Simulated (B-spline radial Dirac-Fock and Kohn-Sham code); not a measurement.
3p3/2 emission of Tb³⁺

System: terbium as Tb³⁺, configuration [Xe] 4f8.

These are calculated numbers from a radial B-spline solver; the model is a relativistic independent-particle model: LDA orbitals of the hole state, radiative multipoles to third order, Auger rates from the Coulomb interaction with a continuum orbital, Dirac-Fock energies.

```csv
line,multipole,energy (eV),rate (s⁻¹),share (%)
M3-M4,E1,339.2,1.24e+11,0.550
M3-M5,E1,372.1,1.51e+12,6.73
M3-N1,E1,1208.4,3.67e+12,16.3
M3-N2,E2,1287.8,6.28e+09,0.0279
M3-N3,E2,1322.2,5.48e+09,0.0243
M3-N4,E1,1454.0,1.81e+12,8.05
M3-N5,E1,1460.2,1.46e+13,65.1
M3-O1,E1,1565.8,6.76e+11,3.01
M3-N6,E2,1611.4,6.90e+09,0.0307
M3-N7,E2,1612.3,4.06e+10,0.181
```

The listed lines hold 100.0 % of the radiative rate. The radiative width is 0.0148 eV in the length form and 0.0145 eV in the velocity form; the two differ because the transition energies are not eigenvalue differences of the potential that gave the orbitals.
